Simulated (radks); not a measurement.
Results of a calculation; reference values are marked as such.
Effect of the nuclear size on neutral argon, [Ar]. Level of theory: Dirac Kohn-Sham, LDA (Slater exchange, Perdew-Wang correlation), spin-unpolarised, spherical densities, finite nucleus; Fermi nuclear charge, rms radius 3.4274 fm (a radial shooting solver on a logarithmic mesh with Libxc functionals). The rms radius is varied about that value; shifts are against it.

| rms radius (fm) | total energy shift (eV) | density at nucleus (e/bohr^3) | 1s1/2 shift (meV) | 2s1/2 shift (meV) |
|---|---|---|---|---|
| 3.0093 | -0.00423 | 4316 | -1.78 | -0.135 |
| 3.2697 | -0.00166 | 4308 | -0.700 | -0.053 |
| 3.4274 | 0 | 4304 | 0.000 | 0.000 |
| 3.5919 | 0.00181 | 4300 | 0.764 | 0.058 |
| 4.1746 | 0.00890 | 4286 | 3.75 | 0.284 |

Slopes of the eigenvalues against <r^2> in GHz/fm^2, as finite differences over the two radii next to the reference (eigenvalue slopes, not the field-shift constants of lines): 1s1/2 160, 2s1/2 12.1.
